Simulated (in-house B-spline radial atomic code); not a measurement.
# Zn⁴⁺: [Ar] 3d8

All numbers are computed (Dirac-Kohn-Sham CAM-B3LYP, spherical fractional occupations; Fermi nucleus of rms radius 3.9283 fm) with an all-electron radial atomic-structure program (B-spline basis), not measured.

Z_r = [3n² - l(l+1)]/(2<r>); Z_e = n√(-2ε); the last column is Slater's effective charge. Values are occupation-weighted means over j.

| shell | electrons | ε (eV) | <r> (bohr) | Z_r | Z_e | Slater |
| --- | --- | --- | --- | --- | --- | --- |
| 1s | 2 | -9636.3 | 0.0503 | 29.82 | 26.61 | 29.70 |
| 2s | 2 | -1244.2 | 0.2258 | 26.57 | 19.13 | 25.85 |
| 2p | 6 | -1087.4 | 0.1981 | 25.24 | 17.88 | 25.85 |
| 3s | 2 | -202.97 | 0.6716 | 20.10 | 11.59 | 18.75 |
| 3p | 6 | -155.48 | 0.6966 | 17.94 | 10.14 | 18.75 |
| 3d | 8 | -76.587 | 0.7748 | 13.55 | 7.12 | 9.55 |

The least bound orbital is 3d5/2 at -76.41 eV, and it is also the most diffuse (<r> = 0.7764 bohr).

Spin-orbit splittings of the orbital energies (j = l + 1/2 above j = l - 1/2 when positive): 2p 23.94 eV, 3p 3.243 eV, 3d 0.4332 eV.

For the 1s electron the small component carries 1.17 % of the norm, the zero-frequency Breit interaction raises the level by 13.19 eV, self-energy by 6.735 eV, and vacuum polarisation lowers it by 0.6243 eV.

Caution: exact exchange at fractional occupations of open shells leaves self-interaction of up to several eV.
